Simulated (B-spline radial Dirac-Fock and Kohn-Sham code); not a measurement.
# Muonic isotope shifts in terbium

The computed values come from a radial finite-basis atomic code: the Dirac equation of a negative muon with reduced mass in the field of a spherical finite nucleus, with the Uehling potential to all orders; nuclear polarisation, deformation, hyperfine structure, self-energy, higher-order vacuum polarisation, relativistic recoil and electron screening are left out. Nuclear charge: Fermi distribution (skin thickness 2.3 fm); radii from Angeli and Marinova (2013). Reference ¹⁵²Tb, radius 4.9689 fm: 2p3/2 → 1s1/2 4817 keV, 3d5/2 → 2p3/2 1637 keV.

| A | radius (fm) | δ⟨r²⟩ (fm²) | shift 2p3/2 → 1s (keV) | shift 3d5/2 → 2p3/2 (keV) |
| --- | --- | --- | --- | --- |
| 147 | 4.9201 | -0.483 | +32.52 | +1.53 |
| 148 | 4.9291 | -0.394 | +26.50 | +1.25 |
| 149 | 4.9427 | -0.260 | +17.42 | +0.82 |
| 150 | 4.9499 | -0.188 | +12.62 | +0.60 |
| 151 | 4.963 | -0.059 | +3.91 | +0.18 |
| 153 | 4.995 | +0.260 | -17.27 | -0.84 |
| 154 | 5.0333 | +0.644 | -42.46 | -2.09 |
| 155 | 5.0391 | +0.703 | -46.25 | -2.27 |
| 157 | 5.0489 | +0.801 | -52.64 | -2.59 |
| 159 | 5.06 | +0.914 | -59.87 | -2.94 |
